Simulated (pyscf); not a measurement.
PySCF, gas phase, ωB97X-D3(BJ)/def2-SVP geometries. MP2 and CC: frozen core, UHF for open shells. ΔMP2 is the change of the MP2 total energy from the triple- to the quadruple-zeta basis.

Q: For HP=GaH -> H₂P–Ga [singlet], a hydrogen shift (singlet surface; Ga–H broken, H–P formed), PBE/def2-TZVP gives ΔE‡ = 1.37 eV and ΔE = -0.61 eV (zero: the reactant's lowest minimum found). In which direction and how far do r²SCAN/def2-TZVP, M06-2X/def2-TZVP, CCSD(T)/def2-TZVPP + ΔMP2(QZVPP) move these?

A: r²SCAN: ΔE‡ = 1.51 eV, ΔE = -0.51 eV; M06-2X: ΔE‡ = 1.65 eV, ΔE = -0.69 eV; CCSD(T): ΔE‡ = 1.41 eV, ΔE = -0.61 eV. PBE's barrier lies under all of them, by 0.04 to 0.28 eV. Its reaction energy lies among theirs. One saddle was located; it need not be the lowest between these sides. A restricted solution here is unstable towards spin polarisation, so biradical character is likely and single-reference numbers are less safe. The CCSD(T) − MP2 part came from Ansatz, without density fitting, on the same reference. The largest closed-shell T1 diagnostic is 0.031, which may signal static correlation. The frozen core leaves the outer d or s,p core shells of the metals and heavy elements correlated in the MP2 and CC values, and def2-TZVPP describes them poorly, which can shift differences by a few kcal/mol. Elements up to Kr have no core potential and no relativistic terms here.
